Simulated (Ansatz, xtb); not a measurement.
**Isomers of C6H6N2Si in order of energy**

7 gas-phase structures of C6H6N2Si, from a drawn sample of its isomers (lower ones may exist). Each was relaxed with GFN2-xTB:

A. `C#Cc1ccnc([SiH3])n1`, a singlet
B. `C#Cc1cnc([SiH3])nc1`, a singlet
C. `C#Cc1cc([SiH3])ncn1`, a singlet
D. `C#Cc1ncc([SiH3])cn1`, a singlet
E. `C#Cc1cncnc1[SiH3]`, a singlet
F. `C#Cc1ncncc1[SiH3]`, a singlet
G. `C#Cc1nccc([SiH3])n1`, a singlet

Problem. Which do you expect lowest at r2SCAN-D4/def2-SVP, and how would the others follow?

Solution. Calculated order at r2SCAN-D4/def2-SVP: F (0.0), E (6.6), D (8.4), B (10.1), C (11.7), A (16.4), G (16.7) kJ/mol. Less than 1 kcal/mol parts E and D; D and B; B and C; A and G, so the order within those pairs means little.

Energies above the lowest of each column, in kJ/mol; the last columns are at PBE0-D3(BJ)/def2-SVP geometries and were run for some of them only (a dash: not run or not comparable):

| structure | GFN2-xTB | HF/STO-3G | r2SCAN-D4/def2-SVP | PBE0-D3(BJ)/def2-SVP | CCSD(T)/def2-SVP + ΔMP2/def2-TZVPP |
| --- | --- | --- | --- | --- | --- |
| F | 0.0 | 1.0 | 0.0 | 0.0 | 0.0 |
| E | 1.4 | 2.1 | 6.6 | 6.3 | 8.7 |
| D | 6.4 | 3.3 | 8.4 | 9.5 | 10.6 |
| B | 5.3 | 0.0 | 10.1 | 10.9 | 13.3 |
| C | 8.0 | 4.4 | 11.7 | 12.8 | 12.9 |
| A | 9.9 | 2.9 | 16.4 | 17.5 | 17.5 |
| G | 12.5 | 7.0 | 16.7 | – | – |

Every level run on F puts it lowest or level with the lowest. CCSD(T)/def2-SVP + ΔMP2/def2-TZVPP orders those it was run on as F (0.0), E (8.7), D (10.6), C (12.9), B (13.3), A (17.5) kJ/mol. Less than 1 kcal/mol parts E and D; D and C; C and B, so the order within those pairs means little. B keeps a small imaginary mode. Frequencies (GFN2-xTB) were run for A, B, C, D, E, F alone. ΔMP2 is the change of the MP2 energy from the smaller to the larger basis.

Over these structures GFN2-xTB departs from r2SCAN-D4/def2-SVP by 1.6 kJ/mol on average once a common shift is removed. A GFN2-xTB relaxation took about 0.1 s and the r2SCAN-D4/def2-SVP energy about 4.5 s on a shared host (Ansatz 0.2.0, xtb 6.7.1).
